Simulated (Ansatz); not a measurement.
`[NH2][GeH]([Cl])[Cl]` + H₂ → `[Cl][GeH2][Cl]` + NH₃ at 700 K and 1 bar (hydrogenolysis of a Ge–N bond).

Gas-phase electronic energies from Ansatz, PBE0-D4/def2-TZVP geometries. CBS: MP2 limit from def2 TZ/QZ plus the TZ coupled-cluster correction, frozen cores. This one scheme is used for every species. For Ge outer-core shells are correlated without core-valence functions, which leaves a few kJ/mol of doubt a bond. Scalar relativity is left out up to krypton. One conformer a species, not always the lowest.

```
               species  CCSD(T)/CBS energy (Eh)  H − E (kJ/mol)  S (J/(mol·K))
`[NH2][GeH]([Cl])[Cl]`              -3052.27661           160.2          441.4
                    H₂                 -1.17544            46.8          155.3
      `[Cl][GeH2][Cl]`              -2996.94498            95.7          367.9
                   NH₃                -56.50880           116.9          226.5
```

H − E and S are ideal-gas, rigid-rotor, harmonic terms from PBE0-D4/def2-TZVP, for one conformer and one mirror image of each species. For small species the MP2-based limit differs from directly extrapolated CCSD(T) by up to some mEh (0.8 for H₂); such offsets cancel only in part. 1 Eh = 2625.50 kJ/mol, R = 8.31446 J/(mol·K).

Question: By hand: ΔE, ΔH, ΔS and ΔG.

Answer: ΔE = (-2996.94498) + (-56.50880) − (-3052.27661) − (-1.17544) = -0.00173 Eh = -4.5 kJ/mol. Δ(H − E) = 95.7 + 116.9 − 160.2 − 46.8 = 5.6, so ΔH = 1.1 kJ/mol. ΔS = 367.9 + 226.5 − 441.4 − 155.3 = -2.3 J/(mol·K). ΔG = 1.1 − 700 × (-2.3)/1000 = 2.7 kJ/mol.

Question: By hand: the equilibrium constant, and the temperature at which ΔG would vanish if ΔH and ΔS stayed fixed.

Answer: log₁₀ K = −ΔG/(RT ln 10) = -0.2. ΔH and −TΔS have one sign here, so there is no such temperature. One of them is within its doubt of zero, so this could turn.

TΔS isn't small against ΔH here. The sign of ΔG lies within the doubt. A doubt of 5 kJ/mol in ΔE shifts log₁₀ K by 0.4 here. Other conformers and mirror images would add mixing entropy, several J/(mol·K) or more a flexible species. These are equilibria of isolated gas molecules and say nothing of rates. Largest T1 diagnostic: 0.010 (customary marks: 0.02 for closed shells, 0.045 for open ones).
